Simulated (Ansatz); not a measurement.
C2H3AlCl2 (`C=[CH][Al]([Cl])[Cl]`). Total charge 0; spin multiplicity 1.

```csv
atom,x (Å),y (Å),z (Å)
C1,0.424,1.096,-0.853
C2,0.615,-0.136,-0.379
Al3,-0.603,-0.905,0.888
Cl4,-0.346,-2.827,1.656
Cl5,-2.253,0.199,1.539
H6,1.100,1.555,-1.572
H7,-0.420,1.708,-0.544
H8,1.483,-0.689,-0.734
```

Problem. What are the harmonic wavenumbers in cm⁻¹ at PBE0-D4/def2-TZVP (Ansatz, finite differences of forces, unscaled)? (An estimate is asked.)

Solution. The calculation gave: 77, 101, 147, 203, 287, 429, 465, 604, 698, 1005, 1027, 1058, 1281, 1440, 1648, 3120, 3143, 3203.

Problem. Is this a minimum?

Solution. Yes, all 18 modes are real.

Problem. Give the ideal-gas thermochemistry at 298.15 K and 1 bar (rigid rotor, harmonic oscillator; point group Cs, symmetry number 1).

Solution. Zero-point energy 119.2 kJ/mol; H(298) − E = 139.9 kJ/mol; entropy 357.1 J/(mol·K), of which translation 169.1, rotation 119.5, vibration 68.5; G(298) − E = 33.4 kJ/mol. Modes under 100 cm⁻¹ are hindered rotations or soft bends, so the harmonic entropy is rough.

Problem. And at 400, 500, 600, 800 and 1000 K?

Solution. 
```csv
T (K),H − E (kJ/mol),S (J/mol/K),G − E (kJ/mol)
400,150.5,387.6,-4.6
500,162.0,413.4,-44.6
600,174.5,436.1,-87.1
800,201.6,475.0,-178.4
1000,230.8,507.5,-276.7
```

Problem. Rotational constants (cm⁻¹)?

Solution. 0.08838, 0.05879, 0.03531.
